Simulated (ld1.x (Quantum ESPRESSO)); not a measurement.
Br (Z = 35), RRKJ: configuration errors across variants

* Element: Br
* Generator: ld1.x (Quantum ESPRESSO) 7.5
* Type: norm-conserving RRKJ (Kleinman–Bylander form)
* Functional: PBEsol
* Relativity: scalar-relativistic
* Frozen core: [Ar]
* Valence charge: 17
* Reference configuration: 3d10 4s1.75 4p5.25
* Partial waves: 4p (bound): rc 1.50 bohr; 3d (bound): rc 0.75 bohr; 4f channel at 0.05 Ry: rc 1.25 bohr; 4s (bound): rc 1.25 bohr
* Local potential: the s channel
* Core correction: none

All-electron excitation energies from the reference (eV): (1) 3d10 4s2 4p5 -3.076; (2) 3d10 4s2 4p4 9.478; (3) 3d10 4s2 4p3 32.249; (4) 3d10 4s2 4p4.5 1.998; (5) 3d10 4s1 4p5 22.486; (6) 3d10 4s2 4p5.3 -5.037; (7) 3d9 4s2 4p6 61.239.

3 further variants failed, have other tests or another functional or relativity, and are left out.

A true bound ghost makes a file unfit for plane-wave use even where its test errors are small: the radial tests pick states by their node count and pass the ghost by.

Errors AE − PS in meV (a dash: test not solved or not reliable):

```csv
change,(1),(2),(3),(4),(5),(6),(7),bound ghosts
base,0.0,-4.8,-16,-1.5,-11,+0.1,-1432,p
wave 4f channel at 0.05 Ry: rc 1.25 bohr becomes 4f channel at 0.05 Ry: rc 1.86 bohr,0.0,-4.8,-16,-1.5,-11,+0.1,-1432,p
wave 3d (bound): rc 0.75 bohr becomes 3d (bound): rc 1.04 bohr,0.0,-4.8,-16,-1.5,-11,+0.1,-680,p
local potential all-electron potential smoothed inside 0.75 bohr (lloc = -2),+0.2,+0.3,+11,-0.6,+7.0,+1.1,-764,s
"all radii scaled by about 0.88 (s 1.10, p 1.32, d 0.66, f 1.10 bohr)",-0.3,-14,-63,-2.7,-48,-2.2,-1805,p
core correction a·sin(br)/r model core inside 0.72 bohr,-0.1,-4.4,-14,-1.5,-12,0.0,-1531,p
```

(1) Give the same row for: wave 4p (bound): rc 1.50 bohr becomes 4p (bound): rc 1.52 bohr.

## Answers

(1) -0.1, -4.8, -15, -1.6, -12, 0.0, -1437; bound ghosts: p.
